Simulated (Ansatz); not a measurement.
One change: `N=C([SiH3])[SeH]` becomes `N=C([SiH3])[SiH3]`.

Ansatz, PBE0-D4/def2-TZVP geometries, multiplicity 1. Each molecule was computed in one conformer, which needn't be the lowest.

Scalar relativity is left out up to krypton.

| property | `N=C([SiH3])[SeH]` |
| --- | --- |
| size of the dipole moment (B3LYP/def2-TZVPP) / D | 2.38 |
| HOMO energy (B3LYP/def2-TZVPP) / eV | -6.80 |
| LUMO energy (ωB97M-V/def2-TZVPP) / eV | 1.11 |
| size of the dipole moment (PBE/def2-TZVPP) / D | 2.21 |
| HOMO energy (PBE/def2-TZVPP) / eV | -5.95 |
| HOMO energy (ωB97M-V/def2-TZVPP) / eV | -9.15 |

(1) What does the change do to each property? (Estimate.)

Results:

(1) Computed: 
```
                                        property  `N=C([SiH3])[SiH3]`  shift
size of the dipole moment (B3LYP/def2-TZVPP) / D                 1.45  -0.93
             HOMO energy (B3LYP/def2-TZVPP) / eV                -6.79   0.01
           LUMO energy (ωB97M-V/def2-TZVPP) / eV                 0.84  -0.27
  size of the dipole moment (PBE/def2-TZVPP) / D                 1.34  -0.87
               HOMO energy (PBE/def2-TZVPP) / eV                -5.68   0.27
           HOMO energy (ωB97M-V/def2-TZVPP) / eV                -9.24  -0.09
```

Dipoles are sizes alone; their direction can turn.

B3LYP here is the variant with VWN-RPA as its local correlation; programs differ in this.

Spin–orbit coupling is left out; it splits and shifts lone-pair levels of the heavy atoms by tenths of an eV.
